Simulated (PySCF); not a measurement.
**Relaxation of singlet IO₂I**

All numbers come from PBE0/[I def2-SVP with ECP28, O def2-SVP], scalar-relativistic core potentials, density fitting, no spin–orbit coupling, PySCF. A (50,194) grid was used.

A start displaced from a saddle point along its imaginary mode, of Cs symmetry, held to at least that symmetry:

Coordinates in bohr (charge 0 multiplicity 1):
```
I    -2.3916    0.0000    0.0763
O    -4.3649    2.8104   -0.2268
O    -4.3649   -2.8104   -0.2268
I     3.4920    0.0000   -0.0192
```

Optimiser trace:
```json
{"step": "0", "E − E(last) (kJ/mol)": "109.59", "largest gradient (Eh/bohr)": "0.02758"}
{"step": "1", "E − E(last) (kJ/mol)": "67.37", "largest gradient (Eh/bohr)": "0.02373"}
{"step": "2", "E − E(last) (kJ/mol)": "58.14", "largest gradient (Eh/bohr)": "0.05173"}
{"step": "3", "E − E(last) (kJ/mol)": "26.97", "largest gradient (Eh/bohr)": "0.01880"}
{"step": "4", "E − E(last) (kJ/mol)": "10.47", "largest gradient (Eh/bohr)": "0.01306"}
{"step": "5", "E − E(last) (kJ/mol)": "0.11", "largest gradient (Eh/bohr)": "0.00375"}
{"step": "6", "E − E(last) (kJ/mol)": "0.02", "largest gradient (Eh/bohr)": "0.00142"}
{"step": "7", "E − E(last) (kJ/mol)": "0.00", "largest gradient (Eh/bohr)": "0.00027"}
{"step": "8", "E − E(last) (kJ/mol)": "0.00", "largest gradient (Eh/bohr)": "0.00005"}
```

It ends at Cs with I–I 2.810 Å, I–O 1.804 Å (×2); I–I–O 103.6° (×2), O–I–O 110.7° (after a last refinement on a finer grid). A frequency run shows a minimum. Other isomers or separated fragments may lie lower.
